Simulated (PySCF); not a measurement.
C4H5B.
SMILES: `B/C=C\C#C`

The closed-shell SCF was solved with PySCF and density fitting under several settings on one GFN2-xTB geometry (grid level 2 and gas phase unless stated).

```csv
settings,basis functions,SCF cycles,E (Eh),HOMO (eV),LUMO (eV),dipole (D)
PBE0/pcSseg-1,110,12,-179.9101,-7.60,-2.57,1.23
PBE0/def2-SVPD,140,13,-179.8049,-7.61,-2.58,1.25
PBE0/6-31++G**,120,12,-179.9405,-7.54,-2.54,1.25
OPBE/3-21G,55,14,-179.0776,-6.60,-3.19,1.47
```

Estimate the row for these settings: PBE0/pcJ-1, energy threshold 1e-06 Eh, fitting basis def2-qzvpp-jkfit.

```
                                                             settings  basis functions  SCF cycles     E (Eh)  HOMO (eV)  LUMO (eV)  dipole (D)
PBE0/pcJ-1, energy threshold 1e-06 Eh, fitting basis def2-qzvpp-jkfit              185           7  -179.9379      -7.60      -2.57        1.25
```

Over all rows, what range does the HOMO–LUMO gap span?

From 3.41 eV to 5.03 eV.

Compare two rows with the functional PBE0: PBE0/6-31++G** and PBE0/def2-SVPD. Which energy is lower, and by how much?

PBE0/6-31++G** (120 functions) lies 0.1356 Eh or 85 kcal/mol below PBE0/def2-SVPD (140 functions). The smaller set gives the lower energy; the two sets aren't nested, so the variational bound doesn't order them by size.

Cycle counts include a coarse-grid stage where the run had one. All basis functions are spherical, in the Pople sets too.
